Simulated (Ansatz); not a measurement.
Problem. Name a neutral molecule of C, Ga and H with HOMO energy (PBE/def2-TZVPP) between -5.10 and -4.80 eV and LUMO energy (B3LYP/def2-TZVPP) between -2.60 and -2.30 eV (Ansatz, PBE0-D4/def2-TZVP geometry).

Solution. `[CH2]1[GaH][GaH]1` (-4.89 eV, -2.40 eV). Other molecules can fit too; these were computed, each in one conformer that needn't be the lowest.

B3LYP here is the variant with VWN-RPA as its local correlation; programs differ in this.
